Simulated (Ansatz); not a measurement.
Frontier orbitals of Br2Sn (`[Br][Sn][Br]`).

Charge 0, multiplicity 1. Correlated methods include outer-core shells of Br, Sn, which these sets cover unevenly. Scalar relativity is left out up to krypton. Sn: def2 effective core potential. The geometry is a stationary point of PBE0-D4/def2-TZVP. Basis def2-TZVPP, Ansatz 0.2.0.

```tsv
functional	HOMO (eV)	LUMO (eV)	gap (eV)
PBE	-6.69	-3.84	2.85
revPBE	-6.63	-3.74	2.89
BLYP	-6.54	-3.76	2.78
PBE0	-7.72	-3.22	4.50
B3LYP	-7.53	-3.43	4.10
r2SCANh	-7.36	-3.57	3.79
r2SCAN0	-7.92	-3.21	4.71
ωB97M-V	-9.70	-1.49	8.21
HF	-9.86	-0.55	9.31
```

What is the vertical ionisation energy at frozen-core CCSD(T)/def2-TZVPP? (An estimate is asked.)

The calculation gave: 9.70 eV (T1 of the cation 0.019).

From PBE to PBE0 the HOMO moves by −1.03 eV and the LUMO by +0.62 eV, and with ωB97M-V by −3.01 and +2.35 eV, so the gap grows from 2.85 to 8.21 eV with exact exchange. −ε(HOMO) differs from that ionisation energy by −3.01 eV with PBE and −0.00 eV with ωB97M-V.

B3LYP here is the variant with VWN-RPA as its local correlation; programs differ in this.
